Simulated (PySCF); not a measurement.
[TeBr6]2- (charge -2).
Bonds: Te1–Br2, Te1–Br3, Te1–Br4, Te1–Br5, Te1–Br6, Te1–Br7.
The ion is multiply charged and has no counter-ions or solvent; whether it holds all its electrons wasn't checked.

Method: PySCF, PBE0-D3(BJ)/def2-SVP geometry optimisation, gas phase, def2 core potentials past Kr; density fitting, grid level 1; the optimiser is geomeTRIC in internal coordinates, started from a GFN2-xTB structure with every atom displaced at random (about 0.03 Å).

Step 0: E = -427478.8914 eV
```
atom  x, y, z in Å  |  force x, y, z in eV/Å
Te1     0.0597   -0.0764    0.0154   -0.466   1.045  -0.299
Br2    -0.0266   -0.0271    2.7406    0.043  -0.063   0.099
Br3    -0.0388    0.0020   -2.7413    0.109  -0.074   0.058
Br4     2.8202    0.0130    0.0002   -0.089  -0.069   0.016
Br5    -2.7502   -0.0270   -0.0725    0.307  -0.079   0.082
Br6    -0.0131    2.7481    0.0012    0.056  -0.284   0.031
Br7     0.0406   -2.7347   -0.0122    0.040  -0.476   0.014
```

**Question.** Estimate the geometry and energy of step 1. (The exact step hangs on the optimiser's Hessian estimate; all steps are aligned on step 0, rigid shifts and turns removed.)

**Answer.** E = -427478.9487 eV, largest force 0.388 eV/Å
```
atom  x, y, z in Å  |  force x, y, z in eV/Å
Te1     0.0401   -0.0400    0.0055   -0.210   0.301  -0.125
Br2    -0.0438   -0.0221    2.7480    0.048  -0.025   0.039
Br3    -0.0175    0.0106   -2.7413    0.061  -0.039  -0.002
Br4     2.7843    0.0191   -0.0215    0.041  -0.030   0.028
Br5    -2.7079   -0.0240   -0.0552    0.012  -0.039   0.040
Br6    -0.0069    2.7257    0.0031    0.027  -0.080   0.019
Br7     0.0435   -2.7713   -0.0071    0.022  -0.089   0.002
```

The energy changes by -0.0573 eV. The first-order estimate −F·Δx gives -0.0924 eV and the mean of the old and new forces, exact on a quadratic surface, -0.0566 eV. The step makes an angle of 43° with the force vector and moves no atom by more than 0.046 Å.

The cost below is that of the whole optimisation. Hardware: an Arm Neoverse V1 with one thread, on a shared host. Cost: 7.3 min, 2.0 GiB resident at most.
